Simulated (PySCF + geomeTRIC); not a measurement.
Computed with PBE0-D4/def2-TZVP in PySCF + geomeTRIC. fastk is a local helper that only speeds up exchange builds. No frequencies were computed at this level.

```python
import json, numpy as np
from pyscf import gto, dft
from fastk import lowrank_exchange
atoms = """
S     -2.427146    -0.120952    -0.488137
In    -0.130036     0.459240     0.012741
S      1.589544    -1.246042     0.224502
Cl     0.566345     2.634117     0.319711
H     -2.104079    -1.410532    -0.526142
H      2.505371    -0.315830     0.457324
"""
def scf(charge, spin, dm0=None):
    mol = gto.M(atom=atoms, basis='def2-tzvp', ecp={'In': 'def2-tzvp'}, charge=charge, spin=spin, verbose=3, max_memory=5040)
    mf = dft.KS(mol, xc='pbe0').density_fit(auxbasis="def2-universal-jkfit")
    mf.disp = 'd4'
    mf.grids.level = 3
    mf.conv_tol = 1e-8
    mf.max_cycle = 60
    mf.kernel(dm0)
    if not mf.converged:
        mf = mf.newton().run(mf.mo_coeff, mf.mo_occ).undo_soscf()
    return mf
mf = scf(0, 0)
from pyscf.geomopt.geometric_solver import kernel as optimize
path = []
done, mol = optimize(mf, maxsteps=80, assert_convergence=False, callback=lambda env: path.append((env["energy"], bool(env["g_scanner"].converged))))
res = dict(converged=bool(done and path[-1][1]), energy=path[-1][0], path=[e for e, c in path], xyz=mol.atom_coords(unit="Angstrom").tolist(), nao=mol.nao)
json.dump(res, open("result.json", "w"))
```

Output:

```
converged SCF energy = -1447.66355941045
Geometry optimization cycle 1
converged SCF energy = -1447.66355940833
cycle 1: E = -1447.66355941  dE = -1447.66  norm(grad) = 0.0312766
Geometry optimization cycle 2
converged SCF energy = -1447.66553000494
cycle 2: E = -1447.66553  dE = -0.0019706  norm(grad) = 0.00308965
Geometry optimization cycle 3
converged SCF energy = -1447.66566317636
cycle 3: E = -1447.66566318  dE = -0.000133171  norm(grad) = 0.00190289
Geometry optimization cycle 4
converged SCF energy = -1447.6657492092
cycle 4: E = -1447.66574921  dE = -8.60328e-05  norm(grad) = 0.0013849
Geometry optimization cycle 5
converged SCF energy = -1447.6657644686
cycle 5: E = -1447.66576447  dE = -1.52594e-05  norm(grad) = 0.000900206
Geometry optimization cycle 6
converged SCF energy = -1447.66577266384
cycle 6: E = -1447.66577266  dE = -8.19524e-06  norm(grad) = 0.000278108
Geometry optimization cycle 7
converged SCF energy = -1447.66577463625
cycle 7: E = -1447.66577464  dE = -1.97241e-06  norm(grad) = 0.000174776
Geometry optimization cycle 8
converged SCF energy = -1447.66577545298
cycle 8: E = -1447.66577545  dE = -8.1673e-07  norm(grad) = 0.00015339
Geometry optimization cycle 9
converged SCF energy = -1447.66577552239
cycle 9: E = -1447.66577552  dE = -6.9417e-08  norm(grad) = 0.000118837
Geometry optimization cycle 10
converged SCF energy = -1447.66577544598
cycle 10: E = -1447.66577545  dE = 7.64132e-08  norm(grad) = 0.000124917
<class 'geometric.internal.Distance'> : 5
<class 'geometric.internal.Angle'> : 4
<class 'geometric.internal.OutOfPlane'> : 1
<class 'geometric.internal.Dihedral'> : 4
<class 'geometric.internal.TranslationX'> : 1
<class 'geometric.internal.TranslationY'> : 1
<class 'geometric.internal.TranslationZ'> : 1
<class 'geometric.internal.RotationA'> : 1
<class 'geometric.internal.RotationB'> : 1
<class 'geometric.internal.RotationC'> : 1
Step    0 : Gradient = 1.277e-02/1.673e-02 (rms/max) Energy = -1447.6635594083
Step    1 : Displace = 3.536e-02/5.421e-02 (rms/max) Trust = 1.000e-01 (=) Grad = 1.261e-03/2.215e-03 (rms/max) E (change) = -1447.6655300049 (-1.971e-03) Quality = 1.031
Step    2 : Displace = 2.426e-02/3.712e-02 (rms/max) Trust = 1.414e-01 (+) Grad = 7.769e-04/1.384e-03 (rms/max) E (change) = -1447.6656631764 (-1.332e-04) Quality = 1.500
Step    3 : Displace = 3.221e-02/4.813e-02 (rms/max) Trust = 2.000e-01 (+) Grad = 5.654e-04/1.034e-03 (rms/max) E (change) = -1447.6657492092 (-8.603e-05) Quality = 1.138
Step    4 : Displace = 7.982e-03/1.089e-02 (rms/max) Trust = 2.828e-01 (+) Grad = 3.675e-04/6.673e-04 (rms/max) E (change) = -1447.6657644686 (-1.526e-05) Quality = 1.361
Step    5 : Displace = 6.033e-03/1.103e-02 (rms/max) Trust = 3.000e-01 (+) Grad = 1.135e-04/1.799e-04 (rms/max) E (change) = -1447.6657726638 (-8.195e-06) Quality = 1.139
Step    6 : Displace = 4.105e-03/5.487e-03 (rms/max) Trust = 3.000e-01 (=) Grad = 7.135e-05/1.218e-04 (rms/max) E (change) = -1447.6657746362 (-1.972e-06) Quality = 1.211
Step    7 : Displace = 3.852e-03/4.906e-03 (rms/max) Trust = 3.000e-01 (=) Grad = 6.262e-05/8.157e-05 (rms/max) E (change) = -1447.6657754530 (-8.167e-07) Quality = 0.846
Step    8 : Displace = 1.785e-03/2.597e-03 (rms/max) Trust = 3.000e-01 (=) Grad = 4.852e-05/6.454e-05 (rms/max) E (change) = -1447.6657755224 (-6.942e-08) Quality = 0.162
Step    9 : Displace = 8.817e-04/1.451e-03 (rms/max) Trust = 8.924e-04 (-) Grad = 5.100e-05/9.094e-05 (rms/max) E (change) = -1447.6657754460 (+7.641e-08) Quality = -0.118
Converged! =D
```

Cost: very roughly 2.9 core-minutes.
